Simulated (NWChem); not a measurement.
C2H2F, doublet; SMILES [CH]=CF

```xyz
5

C      0.1782     1.2541     0.0000
C     -0.4311     0.0920     0.0000
F      0.2080    -1.0838     0.0000
H      1.1666     1.7045     0.0000
H     -1.5209    -0.0258     0.0000
```
Atoms are numbered in this order, from 1.

In the optimisation the excess spin sits in a' (Cs, its own frame). Coordinates come from a PBE0/def2-SVP, spin-unrestricted optimisation. No stability test was run on the SCF state.

Symmetry labels are those of Cs in the frame above (b1 and b2, or b-type labels, depend on it).

Q: List the 6 lowest vertical excitations from PBE/def2-SVP, spin-unrestricted, TDA (NWChem).

A: 
| state | energy (eV) | oscillator strength | symmetry of the excitation | <S²> |
|---|---|---|---|---|
| state 1 | 2.34 | 0.000 | a" | 0.76 |
| state 2 | 4.79 | 0.000 | a' | 2.72 |
| state 3 | 5.01 | 0.002 | a' | 0.79 |
| state 4 | 5.61 | 0.007 | a" | 0.76 |
| state 5 | 7.23 | 0.000 | a" | 0.78 |
| state 6 | 7.72 | 0.007 | a' | 0.77 |
